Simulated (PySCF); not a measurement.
Gas-phase equilibrium of 1 mol H₂S, 7.1 mol H₂ at 2500 K and 0.00133 bar, among 9 species (S₂, S₆, H₂S₂, H, H₂S, SH, H₂, S₈, S). Only gases are allowed; each row takes one source of thermochemistry for all species, and Cantera finds the minimum.

Method: PySCF energies plus ideal-gas RRHO corrections (1 bar). † marks an energy on the PBE0/def2-TZVP geometry and frequencies; other levels use their own. MP2 and CCSD(T) freeze the core. 6-31G* has spherical d functions here. Open shells (unrestricted) among the columns below: S₂ (multiplicity 3), H (multiplicity 2), SH (multiplicity 2, electronic degeneracy 4), S (multiplicity 3, electronic degeneracy 9); the rest are closed-shell singlets. Spin-orbit splitting is ignored; it lowers the true energy and changes the entropy of SH, S. B3LYP is the form with VWN-RPA correlation. MP2 isn't extrapolated to the basis-set limit. CCSD(T) isn't extrapolated to the basis-set limit. The harmonic model lacks anharmonicity and excited electronic states, which grow with temperature; levels with a mode under 35 cm⁻¹ are left out.

Molecules larger than those listed are left out.

Mole fractions:

```csv
thermochemistry,x H,x H₂,x S,x S₂,x SH
B3LYP/6-31G*,0.48,0.44,0.078,0.0011,0.0038
BLYP/def2-TZVP†,0.49,0.44,0.066,0.0063,0.0055
CCSD(T)/def2-SVP†,0.67,0.25,0.071,5.5e-5,0.0016
MP2/def2-SVP†,0.81,0.13,0.064,0.00010,0.0011
MP2/def2-TZVPP†,0.67,0.26,0.067,0.0018,0.0031
LDA/def2-TZVP†,0.38,0.56,0.0097,0.038,0.0068
```
The most sensitive of these is S₂: it spans a factor of 10^2.8 over these rows; at this temperature one factor of ten is RT ln 10 = 48 kJ/mol.
